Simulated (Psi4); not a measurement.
trisilylamine (H$_{9}$NSi$_{3}$), singlet, at a GFN2-xTB geometry; HF/pcseg-1 in Psi4.

Input for Psi4:
```
memory 2 GB

molecule {
0 1
Si    0.28868750    1.64583193    0.48110053
N     0.02367157    0.03080070   -0.12298382
Si   -1.60649102   -0.51260279   -0.42424747
Si    1.31079720   -1.14234554   -0.02045228
H    -0.67254000    2.52656514   -0.17917269
H     0.09677589    1.68935227    1.93547175
H     1.65958549    2.02313901    0.14362745
H    -2.35105454    0.61489084   -0.98101789
H    -1.53396418   -1.61402151   -1.38196699
H    -2.23591029   -0.96736359    0.82112143
H     1.35484269   -1.74248435    1.31813396
H     1.04980862   -2.17176969   -1.02433519
H     2.56484375   -0.44628347   -0.30058594
}

set {
  basis pcseg-1
}

energy('scf')
print_variables()
```

The log (banner, timings and long lists left out):

```
   => Loading Basis Set <=

    Name: PCSEG-1
    Role: ORBITAL
    Keyword: BASIS

         ---------------------------------------------------------
                                   SCF
               by Justin Turney, Rob Parrish, Andy Simmonett
                          and Daniel G. A. Smith
                              RHF Reference
         ---------------------------------------------------------

  ==> Geometry <==

    Molecular point group: c1
    Full point group: C1

    Geometry (in Angstrom), charge = 0, multiplicity = 1:

       Center              X                  Y                   Z               Mass
    ------------   -----------------  -----------------  -----------------  -----------------
         SI           0.288058386784     1.645013347142     0.484369043684    27.976926534650
         N            0.023042456784     0.029982117142    -0.119715306316    14.003074004430
         SI          -1.607120133216    -0.513421372858    -0.420978956316    27.976926534650
         SI           1.310168086784    -1.143164122858    -0.017183766316    27.976926534650
         H           -0.673169113216     2.525746557142    -0.175904176316     1.007825032230
         H            0.096146776784     1.688533687142     1.938740263684     1.007825032230
         H            1.658956376784     2.022320427142     0.146895963684     1.007825032230
         H           -2.351683653216     0.614072257142    -0.977749376316     1.007825032230
         H           -1.534593293216    -1.614840092858    -1.378698476316     1.007825032230
         H           -2.236539403216    -0.968182172858     0.824389943684     1.007825032230
         H            1.354213576784    -1.743302932858     1.321402473684     1.007825032230
         H            1.049179506784    -2.172588272858    -1.021066676316     1.007825032230
         H            2.564214636784    -0.447102052858    -0.297317426316     1.007825032230

  Running in c1 symmetry.

  Rotational constants: A =      0.10391  B =      0.10391  C =      0.05499 [cm^-1]
  Rotational constants: A =   3115.24501  B =   3115.24500  C =   1648.47252 [MHz]
  Nuclear repulsion =  293.087954546808817

  Charge       = 0
  Multiplicity = 1
  Electrons    = 58
  Nalpha       = 29
  Nbeta        = 29

  ==> Algorithm <==

  SCF Algorithm Type is DF.
  DIIS enabled.
  MOM disabled.
  Fractional occupation disabled.
  Guess Type is SAD.
  Energy threshold   = 1.00e-06
  Density threshold  = 1.00e-06
  Integral threshold = 1.00e-12

  ==> Primary Basis <==

  Basis Set: PCSEG-1
    Blend: PCSEG-1
    Number of shells: 57
    Number of basis functions: 113
    Number of Cartesian functions: 117
    Spherical Harmonics?: true
    Max angular momentum: 2

   => Loading Basis Set <=

    Name: (PCSEG-1 AUX)
    Role: JKFIT
    Keyword: DF_BASIS_SCF

  ==> Integral Setup <==

  SCF_SUBTYPE=INCORE selected. In-core MEM_DF algorithm will be used.
  Using in-core AOs.

  ==> MemDFJK: Density-Fitted J/K Matrices <==

    J tasked:                   Yes
    K tasked:                   Yes
    wK tasked:                   No
    Algorithm:                 Core
    Schwarz Cutoff:           1E-12
    Mask sparsity (%):       4.5579
    Fitting Condition:        1E-10

   => Auxiliary Basis Set <=

  Basis Set: (PCSEG-1 AUX)
    Blend: DEF2-UNIVERSAL-JKFIT
    Number of shells: 193
    Number of basis functions: 623
    Number of Cartesian functions: 738
    Spherical Harmonics?: true
    Max angular momentum: 4

  Minimum eigenvalue in the overlap matrix is 6.1572392949E-03.
  Reciprocal condition number of the overlap matrix is 1.0657459139E-03.
    Using symmetric orthogonalization.

  ==> Pre-Iterations <==

  SCF Guess: Superposition of Atomic Densities via on-the-fly atomic UHF (no occupation information).

   -------------------------
    Irrep   Nso     Nmo
   -------------------------
     A        113     113
   -------------------------
    Total     113     113
   -------------------------

  ==> Iterations <==

                           Total Energy        Delta E     RMS |[F,P]|

   @DF-RHF iter SAD:  -925.94215802521057   -9.25942e+02   0.00000e+00
   @DF-RHF iter   1:  -926.30488155001274   -3.62724e-01   4.36054e-03 DIIS/ADIIS
   @DF-RHF iter   2:  -926.40384482462321   -9.89633e-02   2.91638e-03 DIIS/ADIIS
   @DF-RHF iter   3:  -926.45507856991719   -5.12337e-02   4.33709e-04 DIIS/ADIIS
   @DF-RHF iter   4:  -926.45754059947637   -2.46203e-03   3.92077e-05 DIIS
   @DF-RHF iter   5:  -926.45757187207244   -3.12726e-05   9.05598e-06 DIIS
   @DF-RHF iter   6:  -926.45757340708542   -1.53501e-06   2.06226e-06 DIIS
   @DF-RHF iter   7:  -926.45757349109363   -8.40082e-08   4.33071e-07 DIIS
  Energy and wave function converged.

  ==> Post-Iterations <==

    Orbital Energies [Eh]
    ---------------------

    Doubly Occupied:

       1A    -68.762952     2A    -68.762952     3A    -68.762951
       4A    -15.514603     5A     -6.130911     6A     -6.130911
       7A     -6.130904     8A     -4.246793     9A     -4.246740
      10A     -4.246740    11A     -4.246361    12A     -4.246361
      13A     -4.246344    14A     -4.245708    15A     -4.245700
      16A     -4.245700    17A     -1.126807    18A     -0.745606
      19A     -0.745606    20A     -0.674824    21A     -0.551693
      22A     -0.551693    23A     -0.549625    24A     -0.485798
      25A     -0.485798    26A     -0.477455    27A     -0.477455
      28A     -0.468311    29A     -0.393916

    Virtual:

      30A      0.104704    31A      0.129987    32A      0.129987
      33A      0.147516    34A      0.147516    35A      0.159388
      36A      0.189830    37A      0.189830    38A      0.201647
      39A      0.218800    40A      0.251137    41A      0.251137
      42A      0.301570    43A      0.301570    44A      0.309594
      45A      0.327692    46A      0.327692    47A      0.342973
      48A      0.354979    49A      0.464566    50A      0.464566
      51A      0.503411    52A      0.520058    53A      0.520058
      54A      0.654363    55A      0.654363    56A      0.675782
      57A      0.675782    58A      0.684116    59A      0.704670
      60A      0.722264    61A      0.766093    62A      0.766093
      63A      0.783008    64A      0.783008    65A      0.805503
      66A      0.805503    67A      0.821983    68A      0.877951
      69A      1.198138    70A      1.228492    71A      1.233411
      72A      1.233411    73A      1.244945    74A      1.260042
      75A      1.260042    76A      1.272418    77A      1.274870
      78A      1.274870    79A      1.520368    80A      1.520368
      81A      1.546656    82A      2.058411    83A      2.058411
      84A      2.058705    85A      2.096082    86A      2.096082
      87A      2.176298    88A      2.183345    89A      2.183345
      90A      2.190522    91A      2.287437    92A      2.287437
      93A      2.309861    94A      2.334418    95A      2.334418
      96A      2.342962    97A      2.355886    98A      2.355886
      99A      2.378470   100A      2.472151   101A      2.472151
     102A      2.589721   103A      2.599923   104A      2.599923
     105A      2.830798   106A      2.890716   107A      2.890716
     108A      2.908238   109A      2.908238   110A      2.928189
     111A      2.932185   112A      2.937553   113A      2.937553

    Final Occupation by Irrep:
              A
    DOCC [    29 ]
    NA   [    29 ]
    NB   [    29 ]

  @DF-RHF Final Energy:  -926.45757349109363

   => Energetics <=

    Nuclear Repulsion Energy =            293.0879545468088168
    One-Electron Energy =               -1866.7966770723435275
    Two-Electron Energy =                 647.2511490344411413
    Total Energy =                       -926.4575734910936262

Computation Completed

Properties will be evaluated at   0.000000,   0.000000,   0.000000 [a0]

Properties computed using the SCF density matrix

 Multipole Moments:

 ------------------------------------------------------------------------------------
     Multipole            Electronic (a.u.)      Nuclear  (a.u.)        Total (a.u.)
 ------------------------------------------------------------------------------------

 L = 1.  Multiply by 2.5417464519 to convert [e a0] to [Debye]
 Dipole X            :          0.0619473           -0.0689535           -0.0070062
 Dipole Y            :          0.0806039           -0.0897201           -0.0091162
 Dipole Z            :         -0.3218427            0.3582427            0.0364000
 Magnitude           :                                                    0.0381727

 ------------------------------------------------------------------------------------

  Variable Map:
  ----------------------------------------------------------------------------
  "CURRENT ENERGY"           =>    -926.457573491094
  "CURRENT REFERENCE ENERGY" =>    -926.457573491094
  "DD SOLVATION ENERGY"      =>       0.000000000000
  "HF KINETIC ENERGY"        =>     927.865510678293
  "HF POTENTIAL ENERGY"      =>   -1854.323084169386
  "HF TOTAL ENERGY"          =>    -926.457573491094
  "HF VIRIAL RATIO"          =>       1.998482606400
  "NUCLEAR REPULSION ENERGY" =>     293.087954546809
  "ONE-ELECTRON ENERGY"      =>   -1866.796677072344
  "PCM POLARIZATION ENERGY"  =>       0.000000000000
  "PE ENERGY"                =>       0.000000000000
  "SCF ITERATION ENERGY"     =>    -926.457573491094
  "SCF ITERATIONS"           =>       7.000000000000
  "SCF TOTAL ENERGY"         =>    -926.457573491094
  "TWO-ELECTRON ENERGY"      =>     647.251149034441

  Array Variable Map:
  ----------------------------------------------------------------------------
  "CURRENT DIPOLE"           =>      -0.007006175046 ... 0.036400003555 1 by 3
  "SCF DIPOLE"               =>      -0.007006175046 ... 0.036400003555 1 by 3
  "SCF TOTAL ENERGIES"       =>    -925.942158025211 ... -926.457573491094 1 by 8
```
